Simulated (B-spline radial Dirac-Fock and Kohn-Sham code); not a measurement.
X-ray scattering factor of Rb¹³⁺

System: rubidium as Rb¹³⁺ in the configuration [Ar] 3d6.

Input file task.json (cfg lists n, l and occupation; rrms is the nuclear radius in fm):

```json
{"items": [{
  "Z": 37,
  "q": 13,
  "cfg": [[1, 0, 2], [2, 0, 2], [2, 1, 6], [3, 0, 2], [3, 1, 6], [3, 2, 6]],
  "A": 85,
  "rrms": 4.2036,
  "do": ["scatter"],
  "s": [0.0, 0.04, 0.06, 0.07, 0.09, 0.11, 0.13, 0.17, 0.21, 0.26, 0.33, 0.41, 0.51, 0.64, 0.8, 0.99, 1.24, 1.55, 1.94, 2.42, 3.02, 3.78, 4.72],
  "pz": [0, 0.1, 0.2, 0.3, 0.4, 0.5, 0.6, 0.8, 1.0, 1.2, 1.4, 1.6, 1.8, 2.0, 2.5, 3.0, 4.0, 5.0, 7.0, 10.0, 15.0, 20.0, 30.0, 40.0, 60.0, 100.0],
  "hv_scatter": [1000, 8047.8, 10000, 20000, 30000, 200000, 500000, 1000000]
}]}
```

Command: `python xray_run.py task.json out`

Method: Dirac-Fock densities. Computed with an atomic code on a B-spline grid. f₀ is the Fourier transform of the spherical electron density, S the Waller-Hartree incoherent function, and s = sin θ/λ.

```
s (Å⁻¹)      f₀       S
      0  24.000   0.000
   0.04  23.954   0.043
   0.06  23.896   0.096
   0.07  23.858   0.130
   0.09  23.766   0.215
   0.11  23.652   0.319
   0.13  23.516   0.443
   0.17  23.182   0.747
   0.21  22.768   1.119
   0.26  22.151   1.669
   0.33  21.128   2.563
   0.41  19.787   3.708
   0.51  17.960   5.224
   0.64  15.545   7.174
    0.8  12.818   9.356
   0.99  10.233  11.526
   1.24   7.974  13.733
   1.55   6.446  15.718
   1.94   5.387  17.498
   2.42   4.368  19.085
   3.02   3.231  20.465
   3.78   2.206  21.539
   4.72   1.551  22.282
```

f₀ starts at the number of electrons, 24, and has fallen to half at s ≈ 0.86 Å⁻¹. The sum of ⟨r²⟩ over the electrons is 3.944 bohr².
